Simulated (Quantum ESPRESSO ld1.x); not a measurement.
Q: Species: Ho II. Configuration: [Xe] 4f11 6s1. Calculated with ld1.x of Quantum ESPRESSO 7.5: Dirac Kohn-Sham, PW91, spin-unpolarised, spherical densities, point nucleus; open shells fill j = l - 1/2 first. Some entries of the table are withheld. Estimate them.

| orbital | occ. | eigenvalue (eV) | r(max) (bohr) | <r> (bohr) |
|---|---|---|---|---|
| 1s1/2 | 2 | -55448.4 | 0.01311 | 0.02073 |
| 2s1/2 | 2 | -9274.66 | 0.07478 | (1) |
| 2p1/2 | 2 | (2) | 0.05624 | 0.07289 |
| 2p3/2 | 4 | (3) | 0.06236 | 0.08006 |
| 3s1/2 | 2 | (4) | 0.2114 | 0.2294 |
| 3p1/2 | 2 | -1880.62 | 0.1989 | 0.2191 |
| 3p3/2 | 4 | -1701.57 | 0.2118 | 0.2326 |
| 3d3/2 | 4 | -1366.41 | 0.1675 | 0.2053 |
| 3d5/2 | 6 | -1327.30 | 0.1710 | 0.2095 |
| 4s1/2 | 2 | -415.164 | (5) | 0.5188 |
| 4p1/2 | 2 | -337.542 | 0.4868 | 0.5285 |
| 4p3/2 | 4 | -297.378 | 0.5142 | 0.5596 |
| 4d3/2 | 4 | -169.646 | 0.5181 | 0.5902 |
| 4d5/2 | 6 | -162.362 | 0.5269 | 0.6013 |
| 5s1/2 | 2 | -56.9000 | 1.136 | 1.278 |
| 5p1/2 | 2 | -36.0361 | 1.242 | 1.444 |
| 5p3/2 | 4 | -31.0157 | 1.327 | 1.553 |
| 4f5/2 | 6 | -10.1710 | 0.5210 | 0.8403 |
| 4f7/2 | 5 | -9.1947 | 0.5264 | 0.8612 |
| 6s1/2 | 1 | -8.9702 | 3.188 | 3.672 |

A: 
(1) 2s1/2 <r> (bohr): 0.08752
(2) 2p1/2 eigenvalue (eV): -8827.50
(3) 2p3/2 eigenvalue (eV): -7970.24
(4) 3s1/2 eigenvalue (eV): -2076.17
(5) 4s1/2 r(max) (bohr): 0.4841
